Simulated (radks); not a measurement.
Values are calculated unless marked as measured or tabulated.
Species: Cl I. Configuration: [Ne] 3s2 3p4 4s1 (not the ground configuration).

Level of theory: scalar-relativistic Kohn-Sham, PBEsol, spin-polarised, spherical densities, finite nucleus; open shells are filled with parallel spins first; Fermi nuclear charge, rms radius 3.3654 fm (a radial shooting solver on a logarithmic mesh with Libxc functionals).

Energy parts (eV):
| part | energy |
|---|---|
| total | -12528.661 |
| kinetic | 12583.533 |
| electron-nucleus | -29800.126 |
| Hartree | 5426.638 |
| exchange-correlation | -738.707 |

Orbitals (lengths in bohr, moments of r in powers of bohr; <r^-3> diverges for s and p1/2):
| orbital | occ. | eigenvalue (eV) | <1/r> | <r^2> | <r^-3> |
|---|---|---|---|---|---|
| 1s up | 1 | -2754.184 | 16.66 | 0.01116 | - |
| 1s down | 1 | -2753.803 | 16.66 | 0.01116 | - |
| 2s up | 1 | -259.3199 | 3.305 | 0.2351 | - |
| 2s down | 1 | -258.9530 | 3.305 | 0.2348 | - |
| 2p up | 3 | -198.6431 | 3.205 | 0.2067 | 102.4 |
| 2p down | 3 | -198.1434 | 3.205 | 0.2063 | 102.3 |
| 3s up | 1 | -27.3043 | 0.9279 | 2.568 | - |
| 3s down | 1 | -25.0454 | 0.9238 | 2.608 | - |
| 3p up | 3 | -14.6740 | 0.7956 | 3.471 | 8.688 |
| 3p down | 1 | -12.5522 | 0.7843 | 3.622 | 8.461 |
| 4s up | 1 | -2.3706 | 0.2415 | 32.08 | - |
| 4p up | 0 | -0.9442 | 0.1779 | 58.76 | 0.4111 |

The highest occupied level is 4s up at -2.371 eV. Spin moment in Bohr magnetons: 3.

Run on one thread of a shared host, so times are rough (Intel(R) Xeon(R) Platinum 8259CL CPU @ 2.50GHz): 0.3 s of CPU time, 0.3 s wall, 16 iterations on 2381 mesh points.
